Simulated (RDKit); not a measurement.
Job for RDKit: UFF on H2 (SMILES [H][H]).

```python
from rdkit import Chem
from rdkit.Chem import AllChem, rdDetermineBonds

blocks = [
'''2

H     0.00000000    0.00000000    0.37198582
H    -0.00000000   -0.00000000   -0.37198582
''',
]
mol = None
for b in blocks:
    f = Chem.MolFromXYZBlock(b)
    rdDetermineBonds.DetermineBonds(f, charge=0)
    mol = f if mol is None else Chem.CombineMols(mol, f)
Chem.SanitizeMol(mol)
print(Chem.MolToSmiles(Chem.RemoveHs(mol)))
ff = AllChem.UFFGetMoleculeForceField(mol, vdwThresh=100.0, ignoreInterfragInteractions=False)
e = ff.CalcEnergy()
print(f'UFF energy {e:.6f} kcal/mol')
```

The log:

```
[H][H]
UFF energy 0.613758 kcal/mol
```

The run finished.

Cost: roughly 0.04 core-seconds.
